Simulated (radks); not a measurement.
Results of a calculation; reference values are marked as such.
Ionisation of Mn3+, [Ar] 3d4, to Mn4+, [Ar] 3d3, under several functionals. Non-relativistic Kohn-Sham, spin-unpolarised, spherical densities, point nucleus; a radial shooting solver on a logarithmic mesh with Libxc functionals.

functional                                      E(Mn3+) (hartree)  Exc (hartree)  IE (eV)  -e(HOMO) (eV)  <r> HOMO (bohr)  IE error (eV)
TASK exchange with Perdew-Wang LDA correlation        -1148.18119      -50.33514   50.411         40.796            1.019         -0.799
MS2 meta-GGA                                          -1148.59005      -50.71377   50.533         41.012            1.044         -0.677
Wu-Cohen GGA                                          -1148.08992      -50.20281   51.051         41.445            1.038         -0.159
PW91                                                  -1148.78731      -50.91089   51.159         41.554            1.040         -0.051
revTPSS                                               -1148.39753      -50.50828   50.694         41.109            1.039         -0.516
exchange-only B88                                     -1147.74899      -49.84959   49.803         40.253            1.045         -1.407
LDA (Slater exchange, Perdew-Wang correlation)        -1146.33662      -48.40614   51.323         41.731            1.038         +0.113
TPSS                                                  -1148.75382      -50.87720   50.843         41.247            1.040         -0.367
AM05                                                  -1146.52014      -48.59911   51.009         41.410            1.037         -0.201
SOGGA                                                 -1147.20454      -49.29713   50.877         41.283            1.039         -0.333
HCTH/407                                              -1149.14085      -51.33613   51.724         42.048            1.030         +0.514

NIST Atomic Spectra Database: 51.2 eV (semi-empirical). Closest: PW91. The Delta-SCF values span 1.92 eV, the total energies 2.80 hartree. The highest occupied level is 3d. Spin polarisation and multiplet splitting are left out, so open shells lie too high by an amount that depends on their filling.

Beside tabulated values, note that spin-unpolarised runs miss the spin-polarisation part of the exchange energy of open shells.
